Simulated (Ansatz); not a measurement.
MN(OH)3 with several metals: PBE-D4/def2-TZVP single points in Ansatz on relaxed structures, gas phase. Core potentials for Mo, W, no spin–orbit coupling. Binding counts from free atoms in the multiplicity of their measured ground term, without zero-point energy. Names give formal oxidation states. A dash marks a value that wasn't run or was left out as unsound. The structures are stationary points that may keep the symmetry of their start. Remarks come from the PBE and PBE0 runs and from stability tests at other levels; not every state was tested. HOMO above LUMO (over both spins in singlets and doublets, within one spin in higher multiplets; at PBE or PBE0), or a gap under 0.15 eV within one spin, warns that the state may not be the lowest or that an electron is smeared out.

```tsv
species	atoms	state	geometry	HOMO (eV)	LUMO (eV)	gap (eV)	vertical IE (eV)	vertical triplet (eV)	binding per atom (eV)	point group (within 0.1 Å)	remarks
CrN(OH)3 (CrNO3H3)	8	singlet	B3LYP-D4/def2-SVP	-7.60	-3.59	4.00	10.81	3.80	4.00	C3v	restricted SCF unstable in HF, gap within one spin near zero at PBE or PBE0 (+1 doublet), spin-contaminated (⟨S²⟩ up to 0.86) (+1 doublet), gap within one spin near zero at PBE or PBE0 (triplet)
MoN(OH)3 (MoNO3H3)	8	singlet	B3LYP-D4/def2-SVP	-6.99	-2.37	4.62	10.29	4.53	4.36	C3v	restricted SCF unstable in HF, gap within one spin near zero at PBE or PBE0 (triplet)
```

(1) Estimate the rows for WN(OH)3 (WNO3H3) (singlet, r2SCAN-D4/def2-SVP geometry).

(1) 
```json
{"species": "WN(OH)3 (WNO3H3)", "atoms": "8", "state": "singlet", "geometry": "r2SCAN-D4/def2-SVP", "HOMO (eV)": "-6.77", "LUMO (eV)": "-1.78", "gap (eV)": "4.99", "vertical IE (eV)": "10.16", "vertical triplet (eV)": "4.90", "binding per atom (eV)": "–", "point group (within 0.1 Å)": "C3v", "remarks": "restricted SCF unstable in HF"}
```

The gap (eV) runs from 4.00 (CrN(OH)3) to 4.99 (WN(OH)3). The vertical IE (eV) runs from 10.16 (WN(OH)3) to 10.81 (CrN(OH)3). The vertical triplet (eV) runs from 3.80 (CrN(OH)3) to 4.90 (WN(OH)3).
